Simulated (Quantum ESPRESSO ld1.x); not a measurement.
Q: Os XXXI, 46 electrons, occupied as [Kr] 4d10 (the NIST ground configuration). All-electron calculation, scalar-relativistic Kohn-Sham, relativistic LDA (MacDonald-Vosko exchange, VWN5 correlation), spin-unpolarised, spherical densities, point nucleus. Program: ld1.x of Quantum ESPRESSO 7.5. Some entries of the table are withheld. Estimate them.

orbital  occ.  eigenvalue (eV)  <1/r> (bohr^-1)  r(max) (bohr)
1s          2              (1)            90.07          0.011
2s          2         -13879.7            21.09          0.064
2p          6         -12242.8              (2)          0.052
3s          2         -4070.21              (3)          0.179
3p          6         -3587.99            7.225          0.177
3d         10         -3049.98            6.815          0.145
4s          2         -1621.56            3.591          0.394
4p          6         -1450.57            3.322          0.407
4d         10         -1244.45            3.082            (4)

A: 
(1) 1s eigenvalue (eV): -74450.1
(2) 2p <1/r> (bohr^-1): 18.99
(3) 3s <1/r> (bohr^-1): 7.850
(4) 4d r(max) (bohr): 0.407
